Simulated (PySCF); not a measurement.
**Electron correlation in B (boron, neutral)**

[He] 2s1 2p1 3s1, high-spin 4P determinant (an excited configuration). All numbers are calculated (PySCF 2.14, scalar relativity by spin-free X2C-1e, in dyall-acv3z). Frozen: nothing; 5 electrons correlated; the 5 highest virtual orbitals of each spin left out.

MP2 pair energies summed by pair of shells (mhartree):

```
 pair  energy  share (%)
1s-1s  -38.09       76.4
1s-2s   -3.28        6.6
2s-2p   -3.18        6.4
1s-2p   -2.27        4.6
2p-3s   -1.43        2.9
2s-3s   -1.36        2.7
1s-3s   -0.23        0.5
```

Total MP2 correlation energy: -49.85 mhartree.

Same-spin part -7.81 and opposite-spin part -42.03 mhartree; SCS-MP2 scales them by 1/3 and 6/5 to -53.05 mhartree.
